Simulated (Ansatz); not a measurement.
Consider the formal exchange of groups at the Si–O bond: `N=C([SiH3])O[SiH3]` + `[CH3][GeH2][F]` → `[CH3][GeH]([F])[SiH3]` + `N=C(O)[SiH3]`.

Isolated molecules relaxed with PBE0-D4/def2-TZVP in Ansatz; ΔE leaves out vibrations. CCSD(T)/CBS adds triple-zeta CCSD(T) − MP2 to the extrapolated MP2 energy (def2 sets, frozen cores). Functionals use def2-TZVPP. B3LYP here is the variant with VWN-RPA as its local correlation; programs differ in this. For Ge outer-core shells are correlated without core-valence functions, which leaves a few kJ/mol of doubt a bond. Scalar relativity is left out up to krypton. One conformer a species, not always the lowest.

| level | ΔE (kcal/mol) | difference from CCSD(T)/CBS |
| --- | --- | --- |
| PBE-D4 | 11.5 | -5.3 |
| r2SCAN-D4 | 15.2 | -1.6 |
| PBE0-D4 | 13.2 | -3.6 |
| B3LYP-D4 | 16.2 | -0.6 |
| ωB97X-V | 16.4 | -0.4 |
| ωB97M-V | 17.0 | 0.2 |
| B2PLYP | 17.2 | 0.4 |
| PBE | 11.1 | -5.7 |
| r2SCAN | 15.0 | -1.8 |
| PBE0 | 12.9 | -3.9 |
| B3LYP | 15.6 | -1.2 |
| HF/def2-TZVPP | 20.8 | 4.0 |
| MP2/def2-TZVPP | 18.7 | 1.9 |
| SCS-MP2/def2-TZVPP | 19.4 | 2.6 |
| CCSD/def2-TZVPP | 17.5 | 0.7 |
| CCSD(T)/def2-TZVPP | 17.1 | 0.3 |
| HF/def2-QZVPP | 21.3 | 4.5 |
| MP2/def2-QZVPP | 18.6 | 1.8 |
| SCS-MP2/def2-QZVPP | 19.4 | 2.6 |
| HF/CBS(def2) | 21.4 | 4.6 |
| MP2/CBS(def2) | 18.3 | 1.5 |
| CCSD/CBS(def2) | 17.1 | 0.3 |
| CCSD(T)/CBS | 16.8 | 0 |

Largest T1 diagnostic among the species: 0.014.

In def2-TZVPP, CCSD(T) changes the Hartree–Fock value by −3.7 kcal/mol (the triples alone add −0.3 kcal/mol) and MP2 by −2.2 kcal/mol. From PBE to PBE0 (25 % exact exchange), in def2-TZVPP and without D4, ΔE moves by +1.7 kcal/mol.
